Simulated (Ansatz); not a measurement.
Al8Sb7I3 was relaxed with PBE-D4 (def2-SVP) in Ansatz in these states: charge -1 doublet, neutral singlet. The geometries follow in no particular order.

In the def2 sets I, Sb take a core potential; there is no spin–orbit coupling. Single mean-field runs in def2-SVP are fitted with def2-universal-jkfit.

A:

| atom | x (Å) | y (Å) | z (Å) |
| --- | --- | --- | --- |
| Sb1 | 1.9671 | -0.0790 | 1.8074 |
| Sb2 | 0.3991 | -3.7938 | 0.0934 |
| Sb3 | 1.9445 | 3.6298 | -0.6018 |
| Sb4 | 2.1208 | -0.2807 | -2.8744 |
| Sb5 | -2.6473 | -0.8269 | 1.7065 |
| Sb6 | -2.5248 | -1.0082 | -2.8540 |
| Sb7 | -0.8169 | 2.7531 | -0.7558 |
| Al8 | -0.5044 | 0.4306 | 0.6743 |
| Al9 | 0.9363 | 2.5585 | 1.6410 |
| Al10 | -0.0658 | -2.0372 | 2.0534 |
| Al11 | 1.3346 | -1.3888 | -0.6076 |
| Al12 | -0.3336 | 0.3714 | -2.0873 |
| Al13 | -1.4490 | -1.9884 | -0.5868 |
| Al14 | 2.8714 | 1.1208 | -0.7218 |
| Al15 | -3.2585 | 0.2580 | -0.6798 |
| I16 | -0.2126 | -2.7325 | 4.5081 |
| I17 | 5.3907 | 1.0622 | -0.1907 |
| I18 | -5.1516 | 1.9509 | -0.5241 |

B:

Cartesian coordinates in Å:
```
Sb 0.153 1.502 2.250
Sb 3.340 -1.165 1.237
Sb -2.030 3.402 -1.215
Sb 1.877 2.034 -2.195
Sb -0.890 -2.949 1.196
Sb 0.971 -2.450 -2.967
Sb -2.529 0.524 -1.541
Al -0.805 -0.396 0.407
Al -2.155 1.952 0.919
Al 0.986 -1.256 2.478
Al 1.793 0.629 0.030
Al 0.159 -0.009 -2.149
Al 1.389 -2.146 -0.328
Al 0.463 3.125 -0.173
Al -1.157 -2.816 -1.498
I 0.651 -1.838 4.905
I 1.263 5.279 0.880
I -3.480 -3.422 -2.237
```

Question: Judge from the bond lengths which geometry belongs to which state (an estimate).

Answer: A is the charge -1 doublet (Sb1–Al9 2.837 Å, Al11–Al14 2.945 Å, Sb7–Al9 2.976 Å); B is the neutral singlet (Sb1–Al9 2.701 Å, Al11–Al14 2.836 Å, Sb7–Al9 2.869 Å).
